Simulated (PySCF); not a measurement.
Si(F)2(Et)(NH2) (C2H7F2NSi), SMILES F[Si](N)(CC)F. Atoms are numbered in the order given.

```xyz
13

C     -1.9393    -1.1798     0.7995
C     -1.2795     0.2060     0.7489
Si     0.3482     0.2214    -0.1415
N      1.5004    -0.7940     0.5998
F      0.8377     1.7666    -0.2904
F      0.1991    -0.2933    -1.6733
H     -1.2832    -1.9153     1.2908
H     -2.1451    -1.5560    -0.2150
H     -2.8938    -1.1559     1.3483
H     -1.1125     0.5979     1.7690
H     -1.9403     0.9412     0.2576
H      1.6379    -0.7847     1.6049
H      2.3401    -1.0856     0.1093
```
Charge 0, spin multiplicity 1.

Geometry: B3LYP-D3(BJ)/def2-SVP. One conformer was computed; it need not be the lowest.

Level of theory: PBE/def2-TZVP run with PySCF.

ESP charges are fitted to the potential on shells at 1.4 to 2.0 van der Waals radii. Atomic charges (e):

```
atom  ESP fit  meta-Löwdin  Löwdin
----  -------  -----------  ------
C1        [?]        -0.34   -0.33
C2      -0.13        -0.49   -0.39
Si3       [?]         1.42   -0.11
N4        [?]        -0.73   -0.22
F5        [?]        -0.49    0.02
F6        [?]        -0.49    0.03
H7       0.07         0.12    0.12
H8       0.07         0.12    0.13
H9       0.07         0.12    0.12
H10      0.06         0.13    0.15
H11      0.05         0.14    0.15
H12      0.40         0.25    0.16
H13      0.42         0.25    0.17
```

Q: What belongs in the gaps? (An estimate is asked for; the answer gives what the named calculation found.)

A: 
- C1, ESP fit: -0.21
- Si3, ESP fit: 0.92
- N4, ESP fit: -1.07
- F5, ESP fit: -0.35
- F6, ESP fit: -0.29

Q: Give the Mayer and Wiberg (Löwdin basis) orders of the bonds. (Estimate from the structure and the level; the computed values follow.)

A: 
| bond | Mayer | Wiberg |
|---|---|---|
| C1–C2 | 0.99 | 1.31 |
| C2–Si3 | 1.01 | 1.10 |
| Si3–N4 | 1.20 | 1.54 |
| Si3–F5 | 1.14 | 1.68 |
| Si3–F6 | 1.13 | 1.68 |
| C1–H7 | 0.97 | 0.90 |
| C1–H8 | 0.97 | 0.90 |
| C1–H9 | 0.96 | 0.91 |
| C2–H10 | 0.93 | 0.83 |
| C2–H11 | 0.93 | 0.84 |
| N4–H12 | 0.91 | 0.95 |
| N4–H13 | 0.91 | 0.95 |
